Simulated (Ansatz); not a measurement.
Reaction (ligand exchange at a Ge–Br bond): `[F][Ge]([F])([Br])[Br]` + H–F → `[F][Ge]([F])([F])[Br]` + HBr

Isolated molecules relaxed with PBE0-D4/def2-TZVP in Ansatz; ΔE leaves out vibrations. CCSD(T)/CBS is the MP2 limit (def2-TZVPP, def2-QZVPP) plus CCSD(T) − MP2 in def2-TZVPP, frozen cores. This one scheme is used for every species. DFT in def2-TZVPP. For Br, Ge outer-core shells are correlated without core-valence functions, which leaves a few kJ/mol of doubt a bond. Scalar relativity is left out up to krypton.

Q: Is it downhill or uphill in electronic energy at CCSD(T)/CBS, and by how much? (Best estimate.)

A: The calculation gave: Uphill: ΔE = +4.9 kcal/mol.

Q: What do these levels give: r2SCAN-D4, revPBE, LC-ωPBE, HF/def2-SVP, CCSD/def2-TZVPP, CCSD/CBS(def2)? (Best estimate.)

A: Computed: r2SCAN-D4 3.3, revPBE 4.0, LC-ωPBE 2.4, HF/def2-SVP 0.0, CCSD/def2-TZVPP 2.6, CCSD/CBS(def2) 4.5 kcal/mol.

Largest T1 diagnostic among the species: 0.011.

Leaving LDA and LC-ωPBE aside and taking each functional with its dispersion term where it has one, the values, not all of them listed here, spread over 4.2 kcal/mol, from B97M-V to HSE06-D4. From r2SCAN to r2SCAN0 (25 % exact exchange), in def2-TZVPP and without D4, ΔE moves by +0.8 kcal/mol. At CCSD(T), def2-SVP lies −5.5 kcal/mol from the extrapolated value and def2-TZVPP −1.9 kcal/mol.
